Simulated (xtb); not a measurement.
Br₄Si (SMILES Br[Si](Br)(Br)Br), singlet, geometry from GFN2-xTB; GFN1-xTB in xtb.

Here is a job for xtb.
```
$ xtb mol.xyz --gfn 1 --hess --json

# file mol.xyz
5

Br    -1.17323056    -1.47491552    -1.15313296
Si    -0.00000000     0.00000000     0.00000000
Br    -1.10588810     1.91049470     0.09264373
Br     1.94952819     0.32466689    -0.98767029
Br     0.32959047    -0.76024607     2.04815951
```

It wrote (shortened):

```
   ID    Z sym.   atoms
    1   35 Br     1, 3-5
    2   14 Si     2

           -------------------------------------------------
          |                Calculation Setup                |
           -------------------------------------------------

           -------------------------------------------------
          |                 G F N 1 - x T B                 |
           -------------------------------------------------

          ...................................................
          :                      SETUP                      :
          :.................................................:
          :  # basis functions                  50          :
          :  # atomic orbitals                  45          :
          :  # shells                           15          :
          :  # electrons                        32          :
          :  # halogen bonds                     0          :
          :  max. iterations                   250          :
          :  Hamiltonian                  GFN1-xTB          :
          :  restarted?                      false          :
          :  GBSA solvation                  false          :
          :  PC potential                    false          :
          :  electronic temp.          300.0000000     K    :
          :  accuracy                    1.0000000          :
          :  -> integral cutoff          0.2500000E+02      :
          :  -> integral neglect         0.1000000E-07      :
          :  -> SCF convergence          0.1000000E-05 Eh   :
          :  -> wf. convergence          0.2000000E-04 e    :
          :  Broyden damping             0.4000000          :
          :  net charge                          0          :
          :  unpaired electrons                  0          :
          ...................................................

 iter      E             dE          RMSdq      gap      omega  full diag
   1    -17.6522379 -0.176522E+02  0.718E+00    5.88       0.0  T
   2    -17.6531819 -0.943965E-03  0.422E+00    6.12       1.0  T
   3    -17.5853873  0.677946E-01  0.338E+00    5.78       1.0  T
   4    -17.6695417 -0.841544E-01  0.281E-01    6.06       1.0  T
   5    -17.6698374 -0.295733E-03  0.196E-01    6.02       1.0  T
   6    -17.6702010 -0.363589E-03  0.735E-03    6.03       6.1  T
   7    -17.6702011 -0.606476E-07  0.282E-03    6.03      15.8  T
   8    -17.6702012 -0.645818E-07  0.229E-04    6.03     195.7  T
[...]
         :: total energy             -17.598474835243 Eh    ::
[...]
       3    119.54    -0.92660 ( 97.03%)    -0.79831 (  2.97%)    -0.92279
       4    119.54    -0.92660 ( 97.03%)    -0.79831 (  2.97%)    -0.92279
       5    119.54    -0.92660 ( 97.03%)    -0.79830 (  2.97%)    -0.92279
   ------------------------------------------------------------------------

   temp. (K)  partition function   enthalpy   heat capacity  entropy
                                   cal/mol     cal/K/mol   cal/K/mol   J/K/mol
 298.15  VIB   188.                 2838.348     14.020     19.627
         ROT  0.214E+06              888.752      2.981     27.368
         INT  0.402E+08             3727.100     17.001     46.995
         TR   0.627E+28             1481.254      4.968     43.413
         TOT                        5208.3543    21.9695    90.4075   378.2649

       T/K    H(0)-H(T)+PV         H(T)/Eh          T*S/Eh         G(T)/Eh
   ------------------------------------------------------------------------
    298.15    0.830004E-02    0.143563E-01    0.429555E-01   -0.285992E-01
   ------------------------------------------------------------------------

         :::::::::::::::::::::::::::::::::::::::::::::::::::::
         ::                  THERMODYNAMIC                  ::
         :::::::::::::::::::::::::::::::::::::::::::::::::::::
         :: total free energy         -17.627074037943 Eh   ::
         ::.................................................::
         :: total energy              -17.598474835243 Eh   ::
         :: zero point energy           0.006056269276 Eh   ::
         :: G(RRHO) w/o ZPVE           -0.034655471976 Eh   ::
         :: G(RRHO) contrib.           -0.028599202700 Eh   ::
         :::::::::::::::::::::::::::::::::::::::::::::::::::::

           -------------------------------------------------
          | TOTAL ENERGY              -17.598474835243 Eh   |
          | TOTAL ENTHALPY            -17.584118525149 Eh   |
          | TOTAL FREE ENERGY         -17.627074037943 Eh   |
          | GRADIENT NORM               0.040423941609 Eh/α |
          | HOMO-LUMO GAP               6.034508290916 eV   |
           -------------------------------------------------
########################################################################
[WARNING] Runtime exception occurred
-1- hessian_numhess: Hessian on incompletely optimized geometry!
########################################################################

normal termination of xtb
```
